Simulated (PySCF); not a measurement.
Level of theory: TPSSh-D3(BJ)/def2-TZVP // CAM-B3LYP-D3(BJ)/def2-SVP in PySCF. Gas-phase values, no solvent. Delta-SCF ions had no search for a lower state. Excitations are Tamm–Dancoff values on a coarser integration grid. The basis has no diffuse functions, so Rydberg states are missing or too high.

Reference species (SMILES): `[BH2-]1[OH+][BH2-][OH+]1` (neutral, multiplicity 1).

```yaml
vertical ionisation energy (Delta-SCF): 10.02 eV
S1 excitation (TDA): 6.68 eV
S1 oscillator strength: 0.000
```

Changed species: `[SeH+]1[BH2-][SeH+][BH2-]1`.

Give the shifts of the vertical ionisation energy (Delta-SCF), S1 excitation (TDA) and S1 oscillator strength.

the vertical ionisation energy (Delta-SCF) drops by 0.55 eV, to 9.47 eV; the S1 excitation (TDA) falls by 0.92 eV, to 5.76 eV; the S1 oscillator strength stays essentially unchanged.
